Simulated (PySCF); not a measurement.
selenium hexafluoride (F6Se), singlet, at a GFN2-xTB geometry; TPSS/STO-3G (PySCF).

Input for PySCF:
```python
from pyscf import gto, scf, dft

mol = gto.M(
    atom='''
F     0.97227429   -1.31989934   -0.49748921
Se   -0.00000000    0.00000000    0.00000000
F     1.22973411    1.08914258   -0.48628133
F    -1.22973411   -1.08914258    0.48628133
F    -0.69092966    0.08112488   -1.56556125
F     0.69092966   -0.08112488    1.56556125
F    -0.97227429    1.31989934    0.49748921
''',
    basis='sto-3g',
    verbose=4,
    symmetry=True,
    symmetry_subgroup='D2',
)

mf = dft.RKS(mol)
mf.xc = 'tpss'
mf.kernel()
mf.analyze()
```

Output, abridged:

```
Traceback (most recent call last):
  File "input.py", line 3, in <module>
  File "site-packages/pyscf/gto/mole.py", line 119, in M
  File "site-packages/pyscf/gto/mole.py", line 2621, in build
  File "site-packages/pyscf/gto/mole.py", line 2703, in _build_symmetry
  File "site-packages/pyscf/symm/geom.py", line 441, in as_subgroup
pyscf.lib.exceptions.PointGroupSymmetryError: D2 not in Ablien subgroup of Oh
```

The input was rejected before any calculation.
